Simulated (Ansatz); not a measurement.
Consider the ligand exchange at the Se–C bond: `N[SiH2]C[SeH]` + `OPO` → `OP(O)[SeH]` + `C[SiH2]N`.

Calculated with Ansatz (gas phase, PBE0-D4/def2-TZVP geometries, no zero-point term in ΔE). CCSD(T)/CBS adds triple-zeta CCSD(T) − MP2 to the extrapolated MP2 energy (def2 sets, frozen cores). DFT in def2-TZVPP. For Se outer-core shells are correlated without core-valence functions, which leaves a few kJ/mol of doubt a bond. Scalar relativity is left out up to krypton. Each species was taken in one conformer, which may not be the lowest.

```json
{"species": "`N[SiH2]C[SeH]`", "r2SCAN-D4 energy (Eh)": "-2788.10290"}
{"species": "`OPO`", "r2SCAN-D4 energy (Eh)": "-493.62057"}
{"species": "`OP(O)[SeH]`", "r2SCAN-D4 energy (Eh)": "-2895.19391"}
{"species": "`C[SiH2]N`", "r2SCAN-D4 energy (Eh)": "-386.56190"}
```

Question: Work out ΔE.

Answer: ΔE = (-2895.19391) + (-386.56190) − (-2788.10290) − (-493.62057) = -0.03234 Eh = -0.88 eV. CCSD(T)/CBS gives -0.71 eV.

Largest T1 diagnostic among the species: 0.013.

From PBE to PBE0 (25 % exact exchange), in def2-TZVPP and without D4, ΔE moves by +0.06 eV.
